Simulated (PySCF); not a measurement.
# C₅H₄F₃N: full NMR table

| Item | Value |
| --- | --- |
| Formula | C5H4F3N |
| SMILES | FC(F)(F)c1cc[nH]c1 |
| Point group of the computed structure | C1 |
| Degrees of unsaturation | 3 |
| Carbon signals | 5 |
| Proton signals | 4 |

Structure with atom numbers: `[F:1][C:2]([F:3])([F:4])[c:5]1[cH:6][cH:7][nH:8][cH:9]1` (H(Xn): hydrogen on atom n).

Method: GIAO PBE0/pcSseg-1 shieldings, GFN2-xTB geometry, in PySCF (no relativistic terms, fast rotation and ring inversion assumed for equivalent nuclei, in vacuum, a single conformation).

Referencing at the same level of theory: 1H, 13C against TMS; CFCl3 for 19F; NH3 for 15N.

| carbon | δC, type | δH (multiplicity) | HMBC from (2–3 bonds) | span of the C tensor (ppm) |
| --- | --- | --- | --- | --- |
| C2 | 133.4, C | – | H(C9), H(C6) | 9 |
| C5 | 123.2, C | – | H(C9), H(C6), H(C7) | 140 |
| C6 | 113.8, CH | 6.80 (m) | H(C9), H(C7) | 174 |
| C7 | 120.7, CH | 6.73 (m) | H(C9), H(C6) | 148 |
| C9 | 121.2, CH | 7.11 (m) | H(C6), H(C7) | 150 |

Other nuclei:
```
   atoms  nucleus                               environment  δ (ppm)  σ (ppm)
   H(N8)       1H  hydrogen on a pyrrole-type ring nitrogen     7.91    23.81
F1/F3/F4      19F                   fluorine of a CF3 group    -72.7    243.7
      N8      15N                pyrrole-type ring nitrogen    171.6     96.2
```

Carbon types of the structure: 2 × C, 3 × CH, leaving 1 H on heteroatoms. δC 133.4: CF3 carbon; 3 electronegative neighbours deshield it. δC 123.2: substituted aromatic carbon. δC 121.2, 120.7: aromatic CH next to a ring nitrogen. δC 113.8: aromatic CH. δH 6.80: hydrogen on an aromatic CH; aromatic region.

Exchangeable OH/NH protons stand at their gas-phase positions; hydrogen bonding in a real sample shifts them, mostly to higher δ. Splittings by 19F in the carbon and heteronuclear signals aren't shown, as no couplings were computed. Shifts are as computed. Against solution values, carbons near 30 ppm lie about +3 ppm off and those near 130 ppm about +5 ppm. Of 1309 compounds with measured shifts, 239 miss one by over three times the rms of a fit or turn the order of signals round; such compounds aren't used in these exercises. Unscaled 19F shifts against computed CFCl3 carry errors that often reach 10 to 50 ppm. Experimental scales use liquid or dissolved standards, which lie at an offset from isolated NH3 (liquid NH3: subtract about 20 ppm). Unscaled 15N shifts of sp2 nitrogen come out 20 to 40 ppm too high even then. Multiplicities follow the n + 1 count of equivalent neighbours, as no J values were calculated; m marks all less simple cases, F and P coupling included.
